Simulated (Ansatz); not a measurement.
Consider the isomerisation: `C1[SiH2][AlH][SiH2][SiH2]1` → `[SiH3][SiH2][SiH]1[CH2][AlH]1`.

Computed with Ansatz on PBE0-D4/def2-TZVP structures; ΔE is electronic, products minus reactants. CBS: MP2 limit from def2 TZ/QZ plus the TZ coupled-cluster correction, frozen cores. DFT in def2-TZVPP. Each species was taken in one conformer, which may not be the lowest.

| level | ΔE (kJ/mol) |
| --- | --- |
| r2SCAN-D4 | 140.8 |
| PBE0-D4 | 149.6 |
| r2SCAN | 139.8 |
| PBE0 | 145.0 |
| HF/def2-TZVPP | 153.0 |
| CCSD(T)/def2-TZVPP | 148.6 |
| MP2/CBS(def2) | 147.0 |
| CCSD/CBS(def2) | 150.5 |

(1) What does CCSD(T)/CBS give? (Best estimate.)

Largest T1 diagnostic among the species: 0.014.

Answers

(1) Computed: +148.5 kJ/mol. The listed levels differ from it by -7.7, 1.1, -8.7, -3.5, 4.5, 0.1, -1.5, 2.0 kJ/mol.

The D4 term adds +9.2 kJ/mol with B3LYP and +4.7 kJ/mol with PBE0; it sums over pairs of atoms, weighted by their polarisabilities, and B3LYP, whose exchange is more repulsive, gets the larger term. From PBE to PBE0 (25 % exact exchange), in def2-TZVPP and without D4, ΔE moves by +10.0 kJ/mol. In def2-TZVPP, CCSD(T) changes the Hartree–Fock value by −4.3 kJ/mol (the triples alone add −2.0 kJ/mol) and MP2 by −5.8 kJ/mol.

B3LYP here is the variant with VWN-RPA as its local correlation; programs differ in this.
